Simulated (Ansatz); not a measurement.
Problem. Name a neutral molecule of As, S, Si and H with LUMO energy (PBE/def2-TZVPP) between -1.95 and -1.65 eV and LUMO energy (ωB97M-V/def2-TZVPP) between 0.90 and 1.20 eV (Ansatz, PBE0-D4/def2-TZVP geometry).

Solution. `[SiH3][SiH2][AsH]S` (-1.80 eV, 0.93 eV). Other molecules can fit too; these were computed, each in one conformer that needn't be the lowest.
